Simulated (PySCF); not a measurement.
**Spinor energies of As(2+) (arsenic, charge +2)**

Start: [Ar] 3d10 4s2 4p1; 4p3/2 filled at m_j = +3/2. Calculated with PySCF 2.14 in x2c-SVPall-2c with one added diffuse shell each of s, p, d type (6s7p4d, 47 functions): generalised Hartree-Fock with the X2C-1e Hamiltonian and a Gaussian nucleus; one run each with spin-orbit coupling (SO) switched off, then screened by Boettger's factors. This is a chosen level, not necessarily the ground level.

| spinor shell | electrons | ε, spin-free (eV) | ε, screened SO (eV) | weight of nominal j (screened SO) | rms radius, screened SO (bohr) |
| --- | --- | --- | --- | --- | --- |
| 1s1/2 | 2 | -11962.1 | -11962.0 | 1.000 | 0.0525 |
| 2s1/2 | 2 | -1593.2 | -1593.2 | 1.000 | 0.219 |
| 2p1/2 | 2 | -1395.2 | -1420.3 | 1.000 | 0.194 |
| 2p3/2 | 4 | -1395.2 | -1383.1 | 1.000 | 0.197 |
| 3s1/2 | 2 | -246.89 | -246.93 | 1.000 | 0.640 |
| 3p1/2 | 2 | -183.14 | -186.78 | 0.999 | 0.661 |
| 3d3/2 | 4 | -78.025 | -78.532 | 0.981 | 0.744 |
| 3d5/2 | 6 | -78.025 | -77.761 | 0.988 | 0.749 |
| 4s1/2 | 2 | -37.522 | -37.544 | 0.999 | 1.97 |
| 4p3/2 | 1 | -27.632 | -27.505 | 1.000 | 2.35 |

Where does 3p3/2 lie, and what is the 3p spin-orbit splitting (screened SO)?

At -181.44 eV, 5.338 eV above 3p1/2.

```tsv
quantity	spin-free	screened SO
E (hartree)	-2257.60632	-2257.67835
M_J	3/2	3/2
⟨J²⟩	3.759	3.759
⟨L²⟩	2.006	2.008
⟨S²⟩	0.752	0.754
```

Each row is a mean over spinors that exchange with the open shell spreads, by up to 2.722 eV (4s1/2).

Without spin-orbit coupling the j labels of p, d and f shells carry no meaning; the spin-free column gives the mean over the occupied spinors of each nl shell.
